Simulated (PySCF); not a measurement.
ECD: SMILES C#C[C@@H]1[AlH][CH2]C[C@@H]1C, C7H11Al

Molfile (atoms numbered from 1):
```
C7H11Al
     RDKit          3D

 19 19  0  0  0  0  0  0  0  0999 V2000
    2.4199    1.4275    0.8092 C   0  0  0  0  0  0  0  0  0  0  0  0
    1.4968    1.1969    0.0778 C   0  0  0  0  0  0  0  0  0  0  0  0
    0.3855    0.9012   -0.8006 C   0  0  2  0  0  0  0  0  0  0  0  0
   -1.2812    1.7753   -0.0774 Al  0  0  0  0  0  3  0  0  0  0  0  0
   -2.0590    0.1634    0.8053 C   0  0  0  0  0  0  0  0  0  0  0  0
   -0.8073   -0.7404    0.7133 C   0  0  0  0  0  0  0  0  0  0  0  0
   -0.1032   -0.5651   -0.6443 C   0  0  2  0  0  0  0  0  0  0  0  0
    1.0362   -1.5663   -0.8087 C   0  0  0  0  0  0  0  0  0  0  0  0
    3.2241    1.6435    1.4476 H   0  0  0  0  0  0  0  0  0  0  0  0
    0.7254    1.0625   -1.8319 H   0  0  0  0  0  0  0  0  0  0  0  0
   -1.7147    3.2500   -0.1620 H   0  0  0  0  0  0  0  0  0  0  0  0
   -2.4032    0.2187    1.8435 H   0  0  0  0  0  0  0  0  0  0  0  0
   -2.8809   -0.3086    0.2486 H   0  0  0  0  0  0  0  0  0  0  0  0
   -1.0684   -1.7933    0.8528 H   0  0  0  0  0  0  0  0  0  0  0  0
   -0.0968   -0.4672    1.4992 H   0  0  0  0  0  0  0  0  0  0  0  0
   -0.8491   -0.7468   -1.4330 H   0  0  0  0  0  0  0  0  0  0  0  0
    0.6669   -2.5871   -0.7241 H   0  0  0  0  0  0  0  0  0  0  0  0
    1.5097   -1.4513   -1.7820 H   0  0  0  0  0  0  0  0  0  0  0  0
    1.7894   -1.4036   -0.0408 H   0  0  0  0  0  0  0  0  0  0  0  0
  1  2  3  0
  2  3  1  0
  3  4  1  0
  4  5  1  0
  5  6  1  0
  6  7  1  0
  7  8  1  0
  7  3  1  0
  1  9  1  0
  3 10  1  6
  4 11  1  0
  5 12  1  0
  5 13  1  0
  6 14  1  0
  6 15  1  0
  7 16  1  6
  8 17  1  0
  8 18  1  0
  8 19  1  0
M  END
```

Level of theory: PySCF 2.14.0, TDDFT PBE0/def2-SVPD circular dichroism and optical rotation, one conformer, gas phase. Geometry: GFN2-xTB.

Q: What are the CIP labels of the stereocentres?

A: C3 R, C7 S.

Q: Which excitations and rotatory strengths does the calculation give?

A: Rotatory strengths R in 10⁻⁴⁰ esu² cm², velocity form and length form (origin at the centre of mass); f in length form.
| state | E (eV) | λ (nm) | f | R (velocity) | R (length) | main |
| --- | --- | --- | --- | --- | --- | --- |
| 1 | 4.20 | 295 | 0.016 | +17.4 | +17.3 | HOMO→LUMO 0.97 |
| 2 | 5.02 | 247 | 0.003 | -29.5 | -28.8 | HOMO−2→LUMO 0.68, HOMO−1→LUMO 0.30 |
| 3 | 5.27 | 235 | 0.001 | +4.4 | +3.9 | HOMO−1→LUMO 0.68, HOMO−2→LUMO 0.31 |
| 4 | 5.68 | 218 | 0.015 | -29.5 | -27.0 | HOMO→LUMO+1 0.84 |
| 5 | 6.19 | 200 | 0.007 | -10.4 | -9.2 | HOMO→LUMO+3 0.38, HOMO→LUMO+4 0.35 |
| 6 | 6.40 | 194 | 0.010 | +25.3 | +22.9 | HOMO→LUMO+2 0.56, HOMO−3→LUMO 0.35 |
| 7 | 6.44 | 193 | 0.050 | -28.8 | -27.9 | HOMO−3→LUMO 0.52, HOMO→LUMO+2 0.34 |
| 8 | 6.56 | 189 | 0.006 | +9.6 | +8.8 | HOMO−1→LUMO+1 0.28, HOMO→LUMO+4 0.27 |

Among the states computed, the strongest CD band (largest |R|) is state 2. The largest dissymmetry factor in size, g = 4R/(D+G), with D and G the electric and magnetic dipole strengths, is -0.057 for state 2 (velocity form, f = 0.004), among bands with |R| over 0.5. The mirror image has the same energies and oscillator strengths and all R with the opposite sign.
